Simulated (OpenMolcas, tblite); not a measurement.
**CH5BOSi (SMILES B[SiH2]C=O): the vertical ionisation energy, rung by rung**

CH5BOSi has 9 atoms, charge 0, and is taken as a singlet. SMILES: `B[SiH2]C=O`. Geometry: relaxed at PBE0-D4/def2-TZVP. This is one conformer, not always the lowest.

Each level gives the vertical ionisation energy (to the doublet cation) (eV). The values are calculated.

| level | kind | program | value (eV) | less CCSD(T)/def2-SVP | CPU time (all runs) |
| --- | --- | --- | --- | --- | --- |
| GFN1-xTB | semi-empirical | tblite | 14.21 | +5.14 | under 2 s |
| HF/def2-SVP | Hartree–Fock | OpenMolcas | 8.31 | -0.76 | 19 s |
| SVWN5/def2-SVP | LDA | OpenMolcas | 9.14 | +0.07 | 73 s |
| PBE/def2-SVP | GGA | OpenMolcas | 8.98 | -0.09 | 1.8 min |
| r2SCAN/def2-SVP | meta-GGA | OpenMolcas | 9.08 | +0.01 | 2.6 min |
| BHLYP/def2-SVP | global hybrid | OpenMolcas | 9.21 | +0.14 | 95 s |
| CCSD(T)/def2-SVP, open shells restricted | coupled cluster or CI | OpenMolcas | 9.07 | 0.00 | 2.1 min |

Differences are taken from CCSD(T)/def2-SVP, open shells restricted for orientation; it has basis-set and higher-order errors of its own. The values span 8.31 to 14.21 eV. The xTB values lack the empirical shift that such differences need. CPU times are rough (shared hosts, several kinds of processor): they show what a rung costs within a factor of a few.
